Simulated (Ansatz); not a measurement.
```yaml
crystal:
  periodic: [false, false, false]
  atoms:
    - {symbol: C, position_ang: [1.054448, -0.893484, -0.517373]}
    - {symbol: C, position_ang: [0.649500, -0.093113, -0.548264]}
    - {symbol: Ge, position_ang: [1.097801, 0.621575, -1.399281]}
    - {symbol: N, position_ang: [0.065692, 0.150324, -0.150020]}
    - {symbol: Ga, position_ang: [-0.715265, 0.100327, 0.718651]}
    - {symbol: C, position_ang: [-0.442117, 0.639040, 1.664925]}
    - {symbol: C, position_ang: [-1.762491, -0.307044, 0.245843]}
    - {symbol: H, position_ang: [0.764770, -1.237899, 0.033064]}
    - {symbol: H, position_ang: [1.689397, -0.810371, -0.297337]}
    - {symbol: H, position_ang: [1.204445, -1.235385, -1.003870]}
    - {symbol: H, position_ang: [0.720738, 1.406453, -1.405551]}
    - {symbol: H, position_ang: [1.217524, 0.213300, -2.228346]}
    - {symbol: H, position_ang: [1.991780, 0.800589, -1.444963]}
    - {symbol: H, position_ang: [-0.496260, 0.109395, 2.135055]}
    - {symbol: H, position_ang: [0.170216, 0.907770, 1.945898]}
    - {symbol: H, position_ang: [-0.851516, 1.209088, 1.817844]}
    - {symbol: H, position_ang: [-2.255100, -0.847160, 0.576457]}
    - {symbol: H, position_ang: [-2.038187, -0.450518, -0.392282]}
    - {symbol: H, position_ang: [-2.229749, 0.140766, 0.349877]}
basis:
  gaussian: {orbitals: STO-3G, final_grid: {core_spheres: 5, valence_spheres: 4, degree: 11}}
hamiltonian: {xc: {name: PBE0-DH}}
```

```sh
$ ansatz run in.yaml --threads 4 --pin off --events-out ev --progress --plain --max-ram 63488MiB --backend cpu
```

It prints (some lines left out):

```
Functional definition: PBE0-DH
898 factors; integrals over basis functions are off by at most 7.8e-5 eV
mean field evaluation 1: about -113074.3745 eV, gradient 2.6e2 eV
mean field evaluation 2: about -113074.4528 eV, gradient 2.6e2 eV
mean field evaluation 4: about -113150.0898 eV, gradient 4.6e1 eV
mean field evaluation 8: about -113153.5911 eV, gradient 2.9e-1 eV
mean field evaluation 16: about -113153.5764 eV, gradient 5.9e-5 eV
mean field -113153.57639041 eV, -4158.3172340986 hartree, gradient 2.9e-6 eV, S^2 0.000000; 0 other end points of the search recorded, 0 dependent functions left out
23 core orbitals not correlated: weight in the atoms' cores, before any rotation towards them, 0.997 or more for the frozen orbitals, at most 0.001 for the correlated occupied ones
reference -113153.57641458 eV, -4158.3172349869 hartree; 30, 30 occupied and 20, 20 virtual orbitals, 898 factors
second order -12.28256232 eV of doubles, -0.00000000 eV of singles
Total energy: -113155.11173487 eV, -4158.3736569668 hartree
```

Problem. Something in this input is off. What?

Solution. The geometry is squeezed to about two thirds of its size. The calculation finished and met its thresholds. The result belongs to that input, not to the molecule as meant.
